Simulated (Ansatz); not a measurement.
An input meant for [InH4]- (InH₄⁻) (charge -1, singlet).

```yaml
crystal:
  periodic: [false, false, false]
  atoms:
    - {symbol: In, position_ang: [0.000000, 0.000000, -0.000004]}
    - {symbol: H, position_ang: [0.049407, -0.066245, 3.389806]}
    - {symbol: H, position_ang: [3.182766, -0.014041, -1.169381]}
    - {symbol: H, position_ang: [-1.584196, 2.805614, -1.056649]}
    - {symbol: H, position_ang: [-1.647978, -2.725327, -1.163792]}
basis:
  gaussian: {orbitals: def2-TZVPD}
total_charge: -1
hamiltonian: {xc: {name: revPBE}, pseudopotentials: {relativity: scalar}}
scf: {omitted_lower_state_checks: [starts]}
output: {forces: true}
```

```sh
$ ansatz run in.yaml --threads 4 --pin off --events-out ev --progress --plain --max-ram 3916MiB
```

It prints (some lines left out):

```
Functional definition: revPBE
635 factors; their error is unknown
mean field evaluation 1: about -5227.4341 eV, gradient 3.1e1 eV
mean field evaluation 2: about -5154.8588 eV, gradient 1.0e2 eV
mean field evaluation 4: about -5232.9717 eV, gradient 3.2e0 eV
mean field evaluation 8: about -5232.9917 eV, gradient 2.8e0 eV
mean field -5233.05644923 eV, -192.3112774160 hartree, gradient 7.8e-5 eV, S^2 0.000000; 0 other end points of the search recorded, 0 dependent functions left out
reference -5233.05653224 eV, -192.3112804669 hartree; 13, 13 occupied and 79, 79 virtual orbitals, 635 factors
Total energy: -5233.05653224 eV, -192.3112804669 hartree
Relativity: scalar
Atom 0 at     0.000000     0.000000    -0.000004 Å, force    -0.000000     0.000000     0.000000 eV/Å
Atom 1 at     0.049407    -0.066245     3.389806 Å, force    -0.008873     0.011341    -0.580047 eV/Å
Atom 2 at     3.182766    -0.014041    -1.169381 Å, force    -0.544769     0.002411     0.199707 eV/Å
Atom 3 at    -1.584196     2.805614    -1.056649 Å, force     0.271366    -0.479853     0.181008 eV/Å
Atom 4 at    -1.647978    -2.725327    -1.163792 Å, force     0.282275     0.466100     0.199332 eV/Å
Dipole moment:    -0.000000    -0.000000    -0.000000 e Å
Checks for a lower state left out: starts
```

In this input the coordinates are in bohr but typed as ångström. The calculation finished and met its thresholds. The result belongs to that input, not to the species as meant.

In the def2 sets In takes a core potential; there is no spin–orbit coupling.
